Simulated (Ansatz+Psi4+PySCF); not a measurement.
doublet BeH: levels of theory in one basis

```xyz
2

Be    0.0000    0.0000    0.2697
H     0.0000    0.0000   -2.4269
```

Basis set: cc-pVTZ on H; cc-pCVTZ on Be (spherical functions). All electrons are correlated. Correlation on ROHF uses semicanonical orbitals with singles. Charge 0, multiplicity 2.

Computed with Ansatz (development build ahead of 0.2.0) and Psi4 1.11 and PySCF 2.14.0; each method stands on the lowest determinant of its kind that the runs found.

| method | E − E(ROHF) (eV) | <S²> of the determinant |
| --- | --- | --- |
| ROHF | 0.00 | 0.75 |
| UHF | -0.17 | 1.00 |
| ROHF-MP2 | -1.96 | – |
| ROHF-CCSD | -2.54 | – |
| UHF-CCSD | -2.55 | 1.00 |
| ROHF-CCSD(T) | -2.57 | – |
| UHF-CCSD(T) | -2.57 | 1.00 |

Problem. What does UHF-MP2 give on the same scale?

Solution. -1.88 eV.

Caution for UHF, UHF-MP2, UHF-CCSD, UHF-CCSD(T): the unrestricted determinant is spin contaminated. Caution for ROHF-MP2, UHF-MP2, ROHF-CCSD, UHF-CCSD, ROHF-CCSD(T), UHF-CCSD(T): large amplitudes, a single reference is doubtful.
